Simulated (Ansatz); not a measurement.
Basis-set extrapolation for `O[Si@@H](F)N[Si@@H](O)F` (PBE0-D4/def2-TZVP geometry, frozen core, Ansatz). Multiplicity 1, RHF reference.

|  | def2-TZVPP | def2-QZVPP |
| --- | --- | --- |
| HF | -984.379601 | -984.418898 |
| MP2 correlation | -1.418422 | -1.541882 |
| CCSD(T) correlation | -1.491071 | not run |

Energies in hartree. Use E(X) = E(∞) + A·exp(−7.88·√X) for Hartree–Fock and E(X) = E(∞) + B·X^(−2.97) for correlation, with X = 3 and 4, and add CCSD(T) minus MP2 of the smaller set to the MP2 limit.

What is the CCSD(T) energy at the basis-set limit?

HF limit: -984.418898 + (-0.039297) × 0.13774 = -984.42431. MP2 limit: -1.541882 + (-0.123460) × 0.74074 = -1.63333. Higher-order term: -1.491071 − (-1.418422) = -0.07265. Total: -986.13029 hartree, 7.06 eV below CCSD(T)/def2-TZVPP.
